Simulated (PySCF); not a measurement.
MoF₂ + NH₃ → HMoN + 2 HF

Level: PBE0 in the def2-TZVP basis family, computed in PySCF with density fitting; scalar-relativistic core potentials for atoms from Rb on, none lighter, no spin–orbit coupling; open shells unrestricted.

| species | state and structure | E (Eh) | ZPE (kJ/mol) | H(298 K) − H(0) (kJ/mol) | S° (J/(mol K)) |
| --- | --- | --- | --- | --- | --- |
| MoF₂ | quintet, C2v, Mo–F 1.868 Å (×2); F–Mo–F 134.2° | -267.81612 | 8.8 | 12.3 | 292.0 |
| NH₃ | singlet, C3v, N–H 1.013 Å (×3); H–N–H 107.1° (×3) | -56.51312 | 90.6 | 10.0 | 192.4 |
| HMoN | triplet, Cs, Mo–H 1.717 Å, Mo–N 1.615 Å; H–Mo–N 100.4° | -123.42806 | 21.2 | 10.4 | 261.3 |
| HF | singlet, C∞v, H–F 0.920 Å | -100.39188 | 24.9 | 8.7 | 173.6 |

(1) What is the electronic reaction energy?

(2) Add zero-point, thermal and entropy terms for 298.15 K and 1 bar.

Results:

(1) At PBE0/def2-TZVP, ΔE = 308.3 kJ/mol from the differences of the total energies times 2625.5, uphill. 

(2) ΔZPE = -28.4 and Δ[H(298) − H(0)] = 5.5 kJ/mol give ΔH° = 285.4 kJ/mol. ΔS° = 124.1 J/(mol K), so ΔG° = 285.4 − 298.15 × (0.1241) = 248 kJ/mol. ΔG° would change sign near 2300 K if ΔH° and ΔS° stayed fixed.

Open d or f shells are single determinants, so the state found may not be the ground state. Only the bonding shown was studied: isomers, or loss of a ligand pair, can lie lower.
